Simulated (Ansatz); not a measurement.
B$_{2}$F$_{4}$, charge -1, doublet, at a GFN2-xTB geometry (a state made from the parent by changing its charge; the spin is typed, not shown lowest) (a gas-phase anion, which may not be bound at this level). Base run: Ansatz (a first-principles code) with HF/STO-3G.

Geometry (Å):
```xyz
6

F     -1.5495    -1.2160    -0.1058
B     -0.7808    -0.0427    -0.0416
F     -1.6751     1.0395    -0.0660
B      0.7808     0.0427     0.0416
F      1.6751    -1.0395     0.0660
F      1.5495     1.2160     0.1058
```
Charge -1, spin multiplicity 2.
Orbitals are unrestricted.
All else is at Ansatz's defaults.
Base energy -440.92762 Eh.

Variants of this job, named by their change:

```
change                                                          ΔE vs base (mEh)
--------------------------------------------------------------  ----------------
base                                                                       0.000
lower_state_search = light                                                 0.000
accuracy = high                                                           -0.014
point_charge = charge:1.0 position_ang:3.4354, -0.0792, 3.5941            -106.1
fitting.mean_field = def2-universal-JKFIT                                 -0.505
nuclear_model = gaussian                                                   0.061
lower_state_search = off                                                   0.000
fitting.mean_field = cc-pVTZ-JKFIT                                        -0.073
point_charge = charge:-1.0 position_ang:-1.7662, 1.438, 4.4203            98.868
forces = on                                                                0.000
lower_state_search = full                                                  0.000
```

A gas-phase anion may not be bound at this level; its values then depend on the basis.
